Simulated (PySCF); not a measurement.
Vibration and rotation of BPb⁻

ωB97X constants of BPb⁻, ³Π (triplet), unpaired electrons σ ↑, π ↑ (PySCF, scalar-relativistic core potentials, basis sets B def2-SVPD, Pb def2-SVPD with ECP60; masses 11.0093 and 207.9766 u):

- ωe: 582.1 cm⁻¹
- ωexe: 3.73 cm⁻¹
- Be: 0.34362 cm⁻¹
- αe: 0.00259 cm⁻¹
- De to B + Pb⁻: 2.83 eV

(1) What force constant and bond length do these constants imply?

(2) Estimate the centrifugal constant D from the Kratzer relation and find the Dunham coefficient a1.

Spin–orbit coupling is left out, which matters for elements this heavy, above all for dissociation energies. For an ion De counts to the pair picked by the measured ionisation energies or electron affinities, which need not be the lowest pair at this level. The state is the lowest determinant that a PBE0 search found; another state may lie lower at other levels.

## Answers

(1) Reduced mass μred = 10.456 u; k = 5.8918×10⁻⁷·μred·ωe² (u, cm⁻¹, mdyn/Å) = 2.09 mdyn/Å; Re = √(16.8576/(μred·Be)) (u, cm⁻¹, Å) = 2.166 Å.

(2) D = 4Be³/ωe² = 4.79e-07 cm⁻¹; a1 = −1 − αeωe/(6Be²) = -3.13.
